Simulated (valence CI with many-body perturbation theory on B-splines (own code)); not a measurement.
The numbers below are computed, except where a source is named.
Ru39+ in three bases

Method: relativistic CI+MBPT: three valence electrons over a frozen Dirac-Fock core [He], a basis of 9 s, 9 p, 8 d, 6 f, 3 g, 1 h functions for each j, with the one-electron correlation potential Σ1, the two-electron term Σ2, the three-electron term Σ3, Breit, model QED; selected CI, second order for the rest, scaled by the run's own slope (own B-spline code, finite nucleus).

No measured spectrum was set against this ion. As an estimate, large intervals hold to a few tenths of a per cent, small ones and those within an open d or f shell to about a per cent.

The reference run has the lowest level (2s^2 2p1/2) J=1/2 and an ionisation energy of 5863.52 eV. Its largest variational space holds 10974 state functions.

Levels are named by their leading jj configuration (3d3/2^4 stands for four electrons in 3d with j = 3/2), which in mixed levels can hold well under half, so a name can repeat and another be missing. Letters in brackets count levels of one name in rising energy.

Changed runs:
A. basis 6 s, 6 p, 5 d, 3 f, 1 g
B. basis 5 s, 5 p, 4 d, 2 f

Excitation energies of the reference run in cm⁻¹, and shifts in cm⁻¹:

```csv
Level,Reference,A,B
(2s 2p1/2^2) J=1/2,962945,-74,-184
(2s^2 2p3/2) J=3/2,1180490,-2.9,-27
(2s 2p1/2 2p3/2) J=3/2 [a],1864910,-157,-474
(2s 2p1/2 2p3/2) J=5/2,2065010,-13,-94
(2s 2p1/2 2p3/2) J=3/2 [b],2390480,+115,+363
(2s 2p1/2 2p3/2) J=1/2,2424650,+71,+269
(2s 2p3/2^2) J=5/2,3197110,-15,-71
(2p1/2^2 2p3/2) J=3/2,3464000,+19,+116
(2s 2p3/2^2) J=1/2,3662190,+99,+400
(2s 2p3/2^2) J=3/2,3671660,+113,+375
(2p1/2 2p3/2^2) J=3/2,4458740,-48,-128
(2p1/2 2p3/2^2) J=5/2,4590070,+109,+298
Ionisation energy (eV),5863.52,-0.014,-0.06
```
